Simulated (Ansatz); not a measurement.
The cluster Zn₃F₄⁺, 7 atoms. Hardware: 4 threads of AMD EPYC on a shared host.

Correlated methods freeze 31 core orbitals.

Q: How many basis functions does each of these Ansatz runs have, and roughly what does it cost? PBE0-D4/def2-SVP, charge 1 doublet, energy, from earlier orbitals; MP2/def2-TZVP, charge 1 doublet, energy, from earlier orbitals; ωB97X-V/def2-TZVP, charge 1 doublet, energy, from earlier orbitals; r2SCAN-D4/def2-TZVP, charge 1 doublet, energy, from earlier orbitals; LC-ωPBE/def2-TZVP, charge 1 doublet, energy, from earlier orbitals; PBE-D4/def2-SVP, charge 1 doublet, energy, from earlier orbitals; PBE-D4/def2-SVP, charge 1 doublet, energy with a search over starts; LDA (SPW92)/def2-TZVP, charge 1 doublet, energy, from earlier orbitals; r2SCAN-D4/def2-SVP, charge 1 doublet, relaxation, 8 steps; PBE-D4/def2-TZVP, charge 1 doublet, energy and forces, from earlier orbitals; PBE0-D4/def2-TZVP, charge 1 doublet, energy, from earlier orbitals; RPA@PBE/def2-TZVP, charge 1 doublet, energy, from earlier orbitals.

A: Other jobs shared the machine, so times can vary by a factor of up to 3. A dash marks memory too small to be measured apart from the calling script's.

```csv
run,functions,fitting or Cholesky vectors,wall time,peak host memory (GiB)
"PBE-D4/def2-SVP, charge 1 doublet, energy, from earlier orbitals",149,1666,7 s,–
"LDA (SPW92)/def2-TZVP, charge 1 doublet, energy, from earlier orbitals",268,2004,9 s,0.56
"PBE0-D4/def2-SVP, charge 1 doublet, energy, from earlier orbitals",149,1423,11 s,0.77
"PBE-D4/def2-SVP, charge 1 doublet, energy with a search over starts",149,1666,14 s,–
"PBE-D4/def2-TZVP, charge 1 doublet, energy and forces, from earlier orbitals",268,2004,16 s,0.59
"LC-ωPBE/def2-TZVP, charge 1 doublet, energy, from earlier orbitals",268,2004,21 s,0.9
"r2SCAN-D4/def2-TZVP, charge 1 doublet, energy, from earlier orbitals",268,2004,27 s,0.69
"MP2/def2-TZVP, charge 1 doublet, energy, from earlier orbitals",268,2047,35 s,1.3
"RPA@PBE/def2-TZVP, charge 1 doublet, energy, from earlier orbitals",268,2047,36 s,1.1
"PBE0-D4/def2-TZVP, charge 1 doublet, energy, from earlier orbitals",268,2247,49 s,1.6
"ωB97X-V/def2-TZVP, charge 1 doublet, energy, from earlier orbitals",268,2115,64 s,2.1
"r2SCAN-D4/def2-SVP, charge 1 doublet, relaxation, 8 steps",149,1666,64 s,–
```
